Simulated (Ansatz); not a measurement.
Basis sets compared for phenacyltetrahydrothiophenium tetrafluoroborate, `F[B-](F)(F)F.O=C(C[S+]1CCCC1)c1ccccc1`. Charge 0, multiplicity 1. Geometry PBE-D4/def2-SVP. Ansatz on 2 threads of AMD EPYC 7R13 on a shared host and a share (18 GiB) of an NVIDIA H100 80GB HBM3; times are rough, and most runs start from earlier orbitals.

```xyz
34

F     1.3130   -1.4671    3.3660
B     1.1724   -0.9566    4.7317
F     1.9713    0.2091    4.8153
F    -0.1873   -0.5883    4.8850
F     1.5630   -1.9263    5.6228
O     0.2327   -1.8442   -1.0773
C    -0.4666   -0.8562   -1.2843
C    -0.6158    0.1880   -0.1774
S     0.1237   -0.4853    1.3697
C     0.0327    1.0542    2.3878
C     1.2967    1.8527    2.0641
C     2.4371    0.8445    1.8723
C     1.9307   -0.3008    0.9909
C    -1.1725   -0.6304   -2.5747
C    -1.0401   -1.6179   -3.5768
C    -1.6799   -1.4596   -4.8092
C    -2.4562   -0.3130   -5.0555
C    -2.5914    0.6753   -4.0669
C    -1.9539    0.5186   -2.8296
H    -1.6824    0.3904    0.0507
H    -0.1383    1.1513   -0.4540
H    -0.9190    1.5614    2.1366
H    -0.0167    0.6809    3.4327
H     1.1473    2.4775    1.1556
H     1.5155    2.5376    2.9077
H     2.7136    0.4426    2.8652
H     3.3283    1.3106    1.4051
H     2.0014   -0.1153   -0.0977
H     2.3722   -1.2823    1.2361
H    -0.4259   -2.5028   -3.3539
H    -1.5766   -2.2322   -5.5856
H    -2.9605   -0.1889   -6.0259
H    -3.1988    1.5717   -4.2617
H    -2.0697    1.3008   -2.0647
```

Single mean-field runs in def2-TZVP are fitted with def2-universal-jkfit.

Binding counts from free atoms (F doublet, B doublet, O triplet, C triplet, S triplet, H doublet) in the same basis, without a counterpoise term.

| level | functions | energy (Eh) | HOMO (eV) | LUMO (eV) | binding per atom (eV) | wall time |
| --- | --- | --- | --- | --- | --- | --- |
| PBE-D4/def2-SVP | 345 | -1362.0679 | -6.32 | -3.69 | 4.90 | 2.4 s |
| PBE0-D4/def2-SVP | 345 | -1362.1586 | -8.44 | -2.86 | 4.78 | 2.5 s |

Problem. Estimate the rows for PBE-D4/def2-TZVP (with forces), PBE0-D4/def2-TZVP.

Solution. 
```
                         level  functions  energy (Eh)  HOMO (eV)  LUMO (eV)  binding per atom (eV)  wall time
PBE-D4/def2-TZVP (with forces)        685   -1363.3060      -6.81      -3.80                   4.82      4.1 s
             PBE0-D4/def2-TZVP        685   -1363.3861      -8.44      -2.92                   4.71      2.9 s
```
